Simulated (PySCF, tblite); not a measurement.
Isomers of C2H8O3Si2, one GFN2-xTB conformer each. Single-point energies are computed at PBE0/pcSseg-1 (PySCF, gas phase, no added dispersion term), electronic only.

```
              SMILES  GFN2-xTB relative energy (kJ/mol)
O[Si@@H]1COC[SiH2]O1                                0.0
  O=COC[SiH2][SiH2]O                              254.1
O=C(CO[SiH3])O[SiH3]                               51.9
```

Conformers: `[OH:1][Si@@H:2]1[CH2:3][O:4][CH2:5][SiH2:6][O:7]1` with H–O1–Si2–C3 151°, O1–Si2–C3–O4 -100°, Si2–C3–O4–C5 -65°, C3–O4–C5–Si6 78°, O4–C5–Si6–O7 -42°; `[O:1]=[CH:2][O:3][CH2:4][SiH2:5][SiH2:6][OH:7]` with O1–C2–O3–C4 -1°, C2–O3–C4–Si5 26°, O3–C4–Si5–Si6 -95°, C4–Si5–Si6–O7 -158°, Si5–Si6–O7–H 179°; `[O:1]=[C:2]([CH2:3][O:4][SiH3:5])[O:6][SiH3:7]` with O1–C2–C3–O4 171°, C2–C3–O4–Si5 179°, O1–C2–O6–Si7 0°.

Question: What does PBE0/pcSseg-1 give for the same structures?

Answer: 
```csv
SMILES,PBE0/pcSseg-1 E (Eh),PBE0/pcSseg-1 (kJ/mol),GFN2-xTB (kJ/mol),point group
O[Si@@H]1COC[SiH2]O1,-885.15644,0.0,0.0,C1
O=C(CO[SiH3])O[SiH3],-885.09888,151.1,51.9,–
O=COC[SiH2][SiH2]O,-885.07622,210.6,254.1,C1
```

Both levels put the same isomer lowest; measured from each level's own lowest isomer, the values differ by up to 99.2 kJ/mol (O=C(CO[SiH3])O[SiH3]: 51.9 against 151.1). As drawn, the highest has a C=O bond, a C(=O)–O unit and an Si–Si bond, which the lowest lacks.

Question: Which frontier levels, dipoles and rotational constants go with these structures?

Answer: 
| SMILES | HOMO (eV, PBE0/pcSseg-1) | LUMO (eV) | dipole (D) | A, B, C (MHz) |
| --- | --- | --- | --- | --- |
| O[Si@@H]1COC[SiH2]O1 | -6.64 | 0.30 | 1.14 | 2790, 1618, 1157 |
| O=C(CO[SiH3])O[SiH3] | -8.13 | -0.06 | 1.39 | 4069, 787.0, 672.8 |
| O=COC[SiH2][SiH2]O | -7.87 | -0.41 | 1.65 | 3783, 977.7, 870.2 |

Question: What happens when harmonic zero-point energies from GFN2-xTB frequencies are added?

Answer: 
```
              SMILES  ZPE (kJ/mol)  electronic (kJ/mol)  with ZPE (kJ/mol)
O[Si@@H]1COC[SiH2]O1         266.7                  0.0                0.0
O=C(CO[SiH3])O[SiH3]         243.9                151.1              128.3
  O=COC[SiH2][SiH2]O         254.6                210.6              198.5
```

The zero-point energies span 22.8 kJ/mol. The order is unchanged.
